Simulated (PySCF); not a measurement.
H8N2Si3, SMILES N[SiH]1[SiH2]N[SiH2]1.

Geometry: B3LYP-D3(BJ)/def2-SVP. The structure was generated by enumeration, and PubChem lists no compound with its InChIKey, so it may never have been made. One conformer was computed; it need not be the lowest.

Two levels are set side by side: TDA-PBE/def2-SVPD (PySCF) and TDA-CAM-B3LYP/def2-SVPD (PySCF). Vertical, same geometry. The lowest singlet is HOMO→LUMO 99 % with PBE and HOMO→LUMO 67 %, HOMO→LUMO+1 29 % with the other functional; states are paired by order. Differences are taken from unrounded values.

```
quantity                               TDA-CAM-B3LYP  TDA-PBE  TDA-PBE minus TDA-CAM-B3LYP
-------------------------------------  -------------  -------  ---------------------------
lowest singlet excitation (eV)                  4.89     4.23                        -0.67
lowest triplet excitation (TDA) (eV)            4.38     3.83                        -0.55
first bright state (f over 0.05) (eV)           5.33     4.54                        -0.79
its oscillator strength                         0.12     0.05                        -0.06
```

A lower first singlet is the usual sign of a functional without exact exchange. Differences between two approximate levels are no errors against the true value.

Rough cost on one machine, each run with all the roots and properties that it gave: TDA-CAM-B3LYP against TDA-PBE about 5 times.
